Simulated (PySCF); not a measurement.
Homolysis of single bonds, series Al Br-NH2. Gas-phase values, no solvent. Strings in code marks are SMILES.

All values below come from ωB97X-D3(BJ)/def2-TZVP // PBE0-D3(BJ)/def2-TZVP (PySCF 2.14.0). 

```
species                                   dipole moment (D)
----------------------------------------  -----------------
whole molecule (`[Br][Al]([Br])[Br]`)                  0.00
whole molecule (`[Br][Al]([NH2])[Br]`)                 2.28
radical fragment (`[NH2][Al][Br]`)                     2.43
whole molecule (`[NH2][Al]([NH2])[NH2]`)                  ?
```

Problem. Some entries are withheld; supply them.

Solution. 
- whole molecule (`[NH2][Al]([NH2])[NH2]`), dipole moment (D): 0.00
